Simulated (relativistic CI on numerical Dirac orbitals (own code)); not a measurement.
# Energy levels of Zr4+

Method of calculation: Dirac-Coulomb-Breit CI, KLI orbitals optimised for each configuration, QED by a radiative potential, valence Slater integrals scaled by 0.85, configuration energies shifted to the measured levels that pair with them (semi-empirical) (own radial code, finite nucleus).

CI space (outside the closed core [Ar] 3d10): 4s2 4p6, 4s2 4p5 4d, 4s2 4p5 5s, 4s2 4p5 5p, 4s 4p6 4d, 4s2 4p5 5d, 4s2 4p5 4f, 4s2 4p5 6s, 4s2 4p5 6p, 4s2 4p5 6d, 4s2 4p4 4d2, 4s 4p6 4f, 4s2 4p4 4f2, 4p6 4d2, 4s2 4p5 5f, 4s2 4p5 5g, 4s2 4p4 4d 4f, 4s2 4p5 6f, 4s 4p6 5s, 4s 4p5 4d2, 4s2 4p4 4d 5s, 4s 4p6 5p, 4s 4p6 5d, 4p6 4f2, 4s 4p6 6s, 4s2 4p4 4d 5p, 4s 4p6 6p, 4s2 4p4 5s2, 4s 4p6 5f, 4s 4p6 6d. Levels of other configurations are missing.

```csv
No.,Configuration,Term,J,E (cm⁻¹),%,Lifetime (s),jj configuration (%)
41,4s2 4p5 5d,3D°,3,458254,67,3.37e-10,4p3/2^3 5d5/2 (99)
42,4s2 4p5 4f,3F,4,458282,56,1.18e-10,4p3/2^3 4f7/2 (92)
43,4s2 4p5 4f,3D,2,461138,35,9.94e-11,4p3/2^3 4f5/2 (66)
44,4s2 4p5 4f,3F,3,461144,29,9.90e-11,4p3/2^3 4f7/2 (69)
45,4s2 4p5 4f,3D,1,461212,60,9.10e-11,4p3/2^3 4f5/2 (60)
46,4s2 4p5 4f,1D,2,463158,37,1.58e-10,4p3/2^3 4f7/2 (63)
47,4s2 4p5 5d,3D°,1,463198,63,8.04e-11,4p3/2^3 5d5/2 (64)
48,4s2 4p5 4f,3G,3,470959,52,1.27e-10,4p1/2 4p3/2^4 4f5/2 (88)
49,4s2 4p5 5d,3F°,2,471347,67,3.23e-10,4p1/2 4p3/2^4 5d3/2 (98)
50,4s2 4p5 4f,3F,4,471817,37,1.21e-10,4p1/2 4p3/2^4 4f7/2 (92)
51,4s2 4p5 5d,3D°,2,471989,32,3.27e-10,4p1/2 4p3/2^4 5d5/2 (67)
52,4s2 4p5 6s,3P°,2,472255,70,2.89e-10,4p3/2^3 6s (70)
53,4s2 4p5 5d,3F°,3,472443,37,3.40e-10,4p1/2 4p3/2^4 5d5/2 (99)
54,4s2 4p5 6s,1P°,1,473142,62,1.02e-10,4p3/2^3 6s (99)
55,4s2 4p5 4f,3D,3,474069,41,1.02e-10,4p1/2 4p3/2^4 4f7/2 (82)
56,4s2 4p5 4f,1D,2,475608,41,1.46e-10,4p1/2 4p3/2^4 4f5/2 (87)
57,4s2 4p5 5d,1P°,1,478173,64,4.58e-11,4p1/2 4p3/2^4 5d3/2 (83)
58,4s2 4p4 4d2‡,5S,2,486003,91,2.80e-08,4p3/2^2 4d3/2 4d5/2 (34)
59,4s2 4p4 4d2‡,5D,0,487641,88,5.74e-09,4p3/2^2 4d3/2^2 (68)
60,4s2 4p5 6s,3P°,0,487777,100,2.84e-10,4p1/2 4p3/2^4 6s (100)
61,4s2 4p4 4d2‡,5D,1,487932,85,5.48e-09,4p3/2^2 4d3/2^2 (44)
62,4s2 4p4 4d2‡,5D,2,488295,72,5.96e-09,4p3/2^2 4d3/2 4d5/2 (38)
63,4s2 4p5 6s,3P°,1,488363,62,1.78e-10,4p1/2 4p3/2^4 6s (99)
64,4s2 4p4 4d2‡,5D,3,488387,66,6.14e-09,4p3/2^2 4d3/2 4d5/2 (49)
65,4s2 4p4 4d2‡,5D,4,488582,67,2.41e-08,4p3/2^2 4d3/2 4d5/2 (36)
66,4s2 4p5 6p,3S,1,491589,75,4.91e-10,4p3/2^3 6p1/2 (59)
67,4s2 4p4 4d2‡,5F,5,492081,75,9.95e-08,4p3/2^2 4d3/2 4d5/2 (40)
68,4s2 4p4 4d2‡,5F,4,493247,51,4.78e-08,4p3/2^2 4d3/2 4d5/2 (57)
69,4s2 4p5 6p,3D,2,493692,52,5.00e-10,4p3/2^3 6p1/2 (97)
70,4s2 4p5 6p,3D,3,494402,99,4.70e-10,4p3/2^3 6p3/2 (99)
71,4s2 4p4 4d2‡,5F,3,494568,52,1.69e-08,4p3/2^2 4d3/2 4d5/2 (30)
72,4s2 4p5 6p,1P,1,495363,57,5.61e-10,4p3/2^3 6p3/2 (60)
73,4s2 4p4 4d2‡,5F,2,495539,68,3.54e-09,4p1/2 4p3/2^3 4d3/2 4d5/2 (30)
74,4s2 4p5 6p,3P,2,496144,72,4.83e-10,4p3/2^3 6p3/2 (98)
75,4s2 4p4 4d2‡,5G,6,496532,95,,4p3/2^2 4d5/2^2 (69)
76,4s2 4p4 4d2‡,5F,1,496590,91,1.49e-09,4p1/2 4p3/2^3 4d3/2^2 (51)
77,4s2 4p5 6p,3P,0,499311,50,7.29e-10,4p3/2^3 6p3/2 (94)
78,4s2 4p4 4d2‡,5G,5,501058,67,6.82e-07,4p3/2^2 4d3/2 4d5/2 (53)
79,4s2 4p4 4d2‡,5G,4,503363,71,5.42e-09,4p1/2 4p3/2^3 4d3/2 4d5/2 (43)
80,4s2 4p4 4d2‡,3P,0,504360,78,1.88e-09,4p3/2^2 4d3/2 4d5/2 (25)
81,4s2 4p4 4d2‡,3P,2,504469,44,1.21e-09,4p3/2^2 4d3/2 4d5/2 (26)
82,4s2 4p4 4d2‡,5G,3,505039,81,3.84e-09,4p1/2 4p3/2^3 4d3/2^2 (32)
83,4s2 4p4 4d2‡,3P,1,505944,83,1.51e-09,4p1/2 4p3/2^3 4d3/2 4d5/2 (33)
84,4s2 4p4 4d2‡,5G,2,506013,77,3.36e-09,4p1/2 4p3/2^3 4d3/2^2 (27)
85,4s2 4p4 4d2‡,3F,2,508443,59,4.59e-09,4p1/2 4p3/2^3 4d3/2 4d5/2 (36)
```

Energies count from the lowest computed level; ° marks odd parity; lifetimes are radiative, by E1, M1, E2 decay to levels of this space only. Filled j subshells are mostly left out of the jj labels. ‡ marks configurations that were not tied to measured data.

The mean weight of the leading LS term, summed over parents, in these 45 levels is 64 %, and that of the leading jj configuration (from the same eigenvectors) 65 %.

Configurations whose levels could be paired with our table of measured levels were shifted onto them, all but the ground configuration, by the median error of their levels; single terms can still be off by 1,000 to 2,000 cm⁻¹ or more, and rates follow the energies as ν³ (E1, M1) or ν⁵ (E2). The others borrow a shift and can be off by several thousand cm⁻¹ or more. 48 of the 69 excited levels that our extract of the measured tables holds in this range could be paired (the sources list more); they are missed by 359 cm⁻¹ on average and 2083 at most, after the shifts were fitted to these levels, and levels without a partner can miss by more.

LS names give the leading component of a level, which can be under half, so a name can repeat, a term be missing and a line seem to break the LS rules.
